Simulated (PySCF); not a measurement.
# Spinor energies of Mn(2+) (manganese, charge +2)

Start: [Ar] 3d4 4s1; 3d5/2 filled at m_j = -1/2, +1/2, +3/2, +5/2; 4s1/2 filled at m_j = +1/2. Calculated with PySCF 2.14 in x2c-TZVPall-2c with one added diffuse shell each of s, p, d type (7s8p5d1f, 63 functions): generalised Hartree-Fock with the X2C-1e Hamiltonian and a Gaussian nucleus; one run each with spin-orbit coupling (SO) switched off, then screened by Boettger's factors. This is a chosen level, not necessarily the ground level.

```csv
spinor shell,electrons,"ε, spin-free (eV)","ε, screened SO (eV)",weight of nominal j (screened SO),"rms radius, screened SO (bohr)"
1s1/2,2,-6624.6,-6624.6,1.000,0.0703
2s1/2,2,-830.43,-830.43,1.000,0.302
2p1/2,2,-703.92,-711.11,0.983,0.271
2p3/2,4,-703.92,-700.41,0.992,0.274
3s1/2,2,-131.19,-131.20,1.000,0.905
3p3/2,4,-92.834,-93.122,0.832,0.970
3p1/2,2,-92.834,-92.295,0.663,0.965
3d5/2,4,-42.071,-42.061,0.690,1.16
4s1/2,1,-25.072,-25.073,1.000,2.77
```

```
   quantity    spin-free  screened SO
E (hartree)  -1156.32426  -1156.33784
        M_J          9/2          9/2
       ⟨J²⟩       24.755       24.755
       ⟨L²⟩        6.004        6.008
       ⟨S²⟩        8.751        8.748
```

Each row is a mean over spinors that exchange with the open shell spreads, by up to 14.575 eV (3p3/2).

Rows whose weight is well below 1 are mixtures of j = l ± 1/2: exchange outweighs spin-orbit coupling there, and the label is only the starting occupation.

Without spin-orbit coupling the j labels of p, d and f shells carry no meaning; the spin-free column gives the mean over the occupied spinors of each nl shell.
